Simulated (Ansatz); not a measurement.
Spectroscopic constants of NH+, multiplicity 2 (the spin of the measured ground state, though multiplicity 4 came lower at CCSD(T)/def2-TZVPP on PBE0 minima). The T1 diagnostic near the minimum is 0.108, so single-reference values are doubtful.

Constants: fifth-degree fit in 1/R to seven points, most abundant isotopes. Runs in def2 and cc sets follow the lowest solution found near the PBE0 minimum.

Run with Ansatz (an electronic-structure program). 

Q: What bond length and harmonic frequency does PBE/def2-TZVPP give?

A: r_e = 1.095 Å, ω_e = 2804 cm⁻¹.

Q: What bond length and harmonic frequency does PBE0/def2-TZVPP give?

A: r_e = 1.080 Å, ω_e = 2950 cm⁻¹.

Q: What bond length and harmonic frequency does wB97X-V/def2-TZVPP give?

A: r_e = 1.078 Å, ω_e = 2997 cm⁻¹.

Measured for the ground state: r_e 1.07 Å, dipole 1.477 D [NIST CCCBDB].

Doubts at one or more of the structures used: a spin-contaminated determinant (PBE/def2-TZVPP, PBE0/def2-TZVPP, wB97X-V/def2-TZVPP).
